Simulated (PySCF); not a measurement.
C3H6ClFSi, SMILES C/C(Cl)=C/[SiH2]F.

The structure is a stationary point at PBE-D3(BJ)/def2-SVP. The structure was generated by enumeration; whether it is a known compound was not checked. The values are those of a single conformer.

Method: PySCF with PBE-D3(BJ)/def2-SVP.

Frequencies are harmonic and unscaled.

Question: List the normal modes with their intensities. (An estimate is asked for; the answer gives what the named calculation found.)

Answer: 
```json
[
 {"mode": "1", "ν (cm⁻¹)": "68", "IR (km/mol)": "1.4", "moving atoms (share of kinetic energy)": "F 37 %, Si 27 %, H 18 %, C 10 %, Cl 8 %"},
 {"mode": "2", "ν (cm⁻¹)": "105", "IR (km/mol)": "2.9", "moving atoms (share of kinetic energy)": "Cl 39 %, F 20 %, Si 17 %, C 16 %"},
 {"mode": "3", "ν (cm⁻¹)": "142", "IR (km/mol)": "1.6", "moving atoms (share of kinetic energy)": "C 46 %, H 45 %"},
 {"mode": "4", "ν (cm⁻¹)": "200", "IR (km/mol)": "0.1", "moving atoms (share of kinetic energy)": "H 87 %, C 13 %"},
 {"mode": "5", "ν (cm⁻¹)": "216", "IR (km/mol)": "2.4", "moving atoms (share of kinetic energy)": "F 50 %, Si 21 %, Cl 13 %, C 9 %"},
 {"mode": "6", "ν (cm⁻¹)": "328", "IR (km/mol)": "4.5", "moving atoms (share of kinetic energy)": "C 32 %, H 27 %, Cl 24 %, Si 15 %"},
 {"mode": "7", "ν (cm⁻¹)": "421", "IR (km/mol)": "0.2", "moving atoms (share of kinetic energy)": "C 63 %, H 13 %, Si 13 %"},
 {"mode": "8", "ν (cm⁻¹)": "461", "IR (km/mol)": "6.9", "moving atoms (share of kinetic energy)": "C 67 %, H 29 %"},
 {"mode": "9", "ν (cm⁻¹)": "599", "IR (km/mol)": "20.7", "moving atoms (share of kinetic energy)": "C 55 %, Cl 33 %"},
 {"mode": "10", "ν (cm⁻¹)": "611", "IR (km/mol)": "39.4", "moving atoms (share of kinetic energy)": "H 73 %, Si 16 %, C 9 %"},
 {"mode": "11", "ν (cm⁻¹)": "704", "IR (km/mol)": "7.6", "moving atoms (share of kinetic energy)": "H 91 %"},
 {"mode": "12", "ν (cm⁻¹)": "765", "IR (km/mol)": "45.9", "moving atoms (share of kinetic energy)": "H 80 %, C 18 %"},
 {"mode": "13", "ν (cm⁻¹)": "771", "IR (km/mol)": "47.0", "moving atoms (share of kinetic energy)": "C 53 %, H 28 %, Si 17 %"},
 {"mode": "14", "ν (cm⁻¹)": "832", "IR (km/mol)": "14.8", "moving atoms (share of kinetic energy)": "F 46 %, H 36 %, Si 16 %"},
 {"mode": "15", "ν (cm⁻¹)": "884", "IR (km/mol)": "342.0", "moving atoms (share of kinetic energy)": "H 66 %, Si 21 %, F 11 %"},
 {"mode": "16", "ν (cm⁻¹)": "924", "IR (km/mol)": "70.7", "moving atoms (share of kinetic energy)": "H 83 %, Si 11 %"},
 {"mode": "17", "ν (cm⁻¹)": "973", "IR (km/mol)": "0.4", "moving atoms (share of kinetic energy)": "H 67 %, C 32 %"},
 {"mode": "18", "ν (cm⁻¹)": "1008", "IR (km/mol)": "2.1", "moving atoms (share of kinetic energy)": "H 64 %, C 36 %"},
 {"mode": "19", "ν (cm⁻¹)": "1063", "IR (km/mol)": "76.1", "moving atoms (share of kinetic energy)": "C 66 %, H 31 %"},
 {"mode": "20", "ν (cm⁻¹)": "1175", "IR (km/mol)": "34.8", "moving atoms (share of kinetic energy)": "H 59 %, C 40 %"},
 {"mode": "21", "ν (cm⁻¹)": "1337", "IR (km/mol)": "7.4", "moving atoms (share of kinetic energy)": "H 75 %, C 25 %"},
 {"mode": "22", "ν (cm⁻¹)": "1386", "IR (km/mol)": "11.9", "moving atoms (share of kinetic energy)": "H 97 %"},
 {"mode": "23", "ν (cm⁻¹)": "1397", "IR (km/mol)": "13.4", "moving atoms (share of kinetic energy)": "H 96 %"},
 {"mode": "24", "ν (cm⁻¹)": "1649", "IR (km/mol)": "115.6", "moving atoms (share of kinetic energy)": "C 97 %"},
 {"mode": "25", "ν (cm⁻¹)": "2179", "IR (km/mol)": "66.2", "moving atoms (share of kinetic energy)": "H 98 %"},
 {"mode": "26", "ν (cm⁻¹)": "2184", "IR (km/mol)": "126.3", "moving atoms (share of kinetic energy)": "H 95 %"},
 {"mode": "27", "ν (cm⁻¹)": "2972", "IR (km/mol)": "7.7", "moving atoms (share of kinetic energy)": "H 97 %"},
 {"mode": "28", "ν (cm⁻¹)": "3052", "IR (km/mol)": "2.5", "moving atoms (share of kinetic energy)": "H 91 %, C 9 %"},
 {"mode": "29", "ν (cm⁻¹)": "3088", "IR (km/mol)": "3.4", "moving atoms (share of kinetic energy)": "H 91 %, C 9 %"},
 {"mode": "30", "ν (cm⁻¹)": "3093", "IR (km/mol)": "1.5", "moving atoms (share of kinetic energy)": "H 92 %, C 8 %"}
]
```
